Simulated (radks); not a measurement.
Values are calculated unless marked as measured or tabulated.
All-electron atom: Fe21+ in [He] 2s2 2p1.

Level of theory: non-relativistic Kohn-Sham, PBE, spin-polarised, spherical densities, point nucleus; open shells are filled with parallel spins first (a radial shooting solver on a logarithmic mesh with Libxc functionals).

Energy parts (eV):
part                      energy
total                 -23685.230
kinetic                23681.350
electron-nucleus      -48926.741
Hartree                 2206.206
exchange-correlation    -646.046

Orbitals (lengths in bohr, moments of r in powers of bohr; <r^-3> diverges for s and p1/2):
orbital	occ.	eigenvalue (eV)	<r^-3>	<r>	<r^2>
1s up	1	-8176.947	-	0.05885	0.004635
1s down	1	-8170.466	-	0.05881	0.004628
2s up	1	-1795.944	-	0.2477	0.07170
2s down	1	-1783.873	-	0.2484	0.07215
2p up	1	-1732.423	577.9	0.2116	0.05400
2p down	0	-1718.016	575.0	0.2123	0.05442
3s up	0	-749.3793	-	0.5785	0.3800
3s down	0	-746.1107	-	0.5803	0.3824
3p up	0	-728.9418	157.4	0.5485	0.3465
3p down	0	-725.3709	156.9	0.5505	0.3491

The highest occupied level is 2p up at -1732.4 eV. Spin moment in Bohr magnetons: 1. Summed over all electrons, <r^2> = 0.2071 bohr^2, which gives a Langevin (diamagnetic) susceptibility term of -0.164 x 10^-6 cm^3/mol. For comparison, the ionisation energy in NIST's Atomic Spectra Database is 1798 eV (semi-empirical). In exact Kohn-Sham theory the highest level is minus the ionisation energy, but local and semilocal functionals leave it too shallow, through self-interaction and a potential that decays too fast; potentials with the right tail come closer.
